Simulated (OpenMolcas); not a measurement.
Cu2+: moving the ligands

Cu2+ with 6 ligands (bromide) in octahedral coordination (Oh) at 2.64 Å. A charge of +0.667 e stands 2.6 Å behind each ligand. Ligand basis ANO-RCC-VDZP.
```
Cu    0.0000    0.0000    0.0000
Br    2.6400    0.0000    0.0000
Br    0.0000    2.6400    0.0000
Br   -2.6400    0.0000    0.0000
Br    0.0000   -2.6400    0.0000
Br    0.0000    0.0000    2.6400
Br    0.0000    0.0000   -2.6400
```

| Quantity | Value |
| --- | --- |
| Program | OpenMolcas |
| Method | CASSCF |
| Basis | ANO-RCC-VDZP [5s4p2d1f] |
| Scalar Hamiltonian | DKH2, point nucleus |
| Active space | 9 electrons in 5 orbitals (3d) |
| State averaging | 2S+1 = 2 even, 5 roots |
| Spin-orbit coupling | state interaction with AMFI integrals over the reference wave functions |

Runs around this geometry, states (labels of O, the rotations of Oh). Energies in cm-1 above the lowest state or level, χT in cm3 K/mol; 10Dq is the gap between the two states.

```
R (Å)  Ground state  First state of that spin  10Dq  First gap with spin-orbit (degeneracies)  χT at 300 K
 2.61            2E                  2T2 2746  2746                               2194 (4, 2)        0.836
 2.64            2E                  2T2 2519  2519                               1987 (4, 2)        0.869
 2.81            2E                  2T2 1559  1559                               1142 (4, 2)        1.063
```

Taking |10Dq| as R^-n, n = -ln(1559 / 2746) / ln(2.81 / 2.61) = 7.7 between the shortest and longest distance. The point-charge formula for a cubic d site gives n = 5.

An orbital doublet at a regular site is open to a Jahn-Teller distortion, which this geometry leaves out. Ligand-to-metal charge-transfer states are missing. With metal d orbitals alone and no dynamic correlation the field as a rule comes out too small, by tens of per cent, by up to half for chloride and softer ligands, and the orbital part of g and χT, which goes as 1/10Dq, too large. No measured value stands beside these numbers; the geometry was imposed, not optimised, and the real ion may take another.
